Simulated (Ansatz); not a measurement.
C₃H₅F₃O, SMILES `CC(F)OC(F)F`, 12 atoms. Charge 0, multiplicity 1. All runs use 4 threads of an Arm Neoverse V1 on a shared host. Correlated methods freeze the cores.

(1) How many basis functions does each run have, and how long does it take in Ansatz? RKS BLYP-D4/def2-TZVPP energy; RKS B2PLYP (frozen core)/def2-TZVPP energy; RKS PBE0-D4/def2-TZVP frequencies; RKS ωB97M-V/def2-SVP energy; RKS B97M-V/def2-TZVPP energy; direct RPA on PBE orbitals/def2-TZVPP energy; RKS PBE0-D4/def2-QZVPP energy; RKS PBE0-D4/def2-TZVPP energy; RKS PBE0-D4/def2-SVP energy; RKS PBE0-D4/def2-TZVP relaxation (5 steps); RHF-MP2/def2-QZVPP energy; RHF-CCSD(T)/def2-TZVPP energy. (Best estimate.)

Answers

(1) The calculation gave: Other jobs shared the machine, so times are rough.

```json
{"level": "RKS PBE0-D4/def2-SVP", "job": "energy", "functions": "123", "wall time": "1.4 s", "peak host memory (GiB)": "0.29"}
{"level": "RKS BLYP-D4/def2-TZVPP", "job": "energy", "functions": "287", "wall time": "2.7 s", "peak host memory (GiB)": "0.38"}
{"level": "RKS PBE0-D4/def2-TZVPP", "job": "energy", "functions": "287", "wall time": "3.7 s", "peak host memory (GiB)": "0.76"}
{"level": "RKS ωB97M-V/def2-SVP", "job": "energy", "functions": "123", "wall time": "4.9 s", "peak host memory (GiB)": "0.4"}
{"level": "RKS B2PLYP (frozen core)/def2-TZVPP", "job": "energy", "functions": "287", "wall time": "7.5 s", "peak host memory (GiB)": "0.89"}
{"level": "direct RPA on PBE orbitals/def2-TZVPP", "job": "energy", "functions": "287", "wall time": "8 s", "peak host memory (GiB)": "0.81"}
{"level": "RKS PBE0-D4/def2-QZVPP", "job": "energy", "functions": "549", "wall time": "11 s", "peak host memory (GiB)": "2.1"}
{"level": "RKS B97M-V/def2-TZVPP", "job": "energy", "functions": "287", "wall time": "12 s", "peak host memory (GiB)": "0.48"}
{"level": "RKS PBE0-D4/def2-TZVP", "job": "relaxation (5 steps)", "functions": "247", "wall time": "26 s", "peak host memory (GiB)": "0.71"}
{"level": "RHF-MP2/def2-QZVPP", "job": "energy", "functions": "549", "wall time": "34 s", "peak host memory (GiB)": "4.2"}
{"level": "RKS PBE0-D4/def2-TZVP", "job": "frequencies", "functions": "247", "wall time": "3.9 min", "peak host memory (GiB)": "0.71"}
{"level": "RHF-CCSD(T)/def2-TZVPP", "job": "energy", "functions": "287", "wall time": "9.5 min", "peak host memory (GiB)": "9.8"}
```
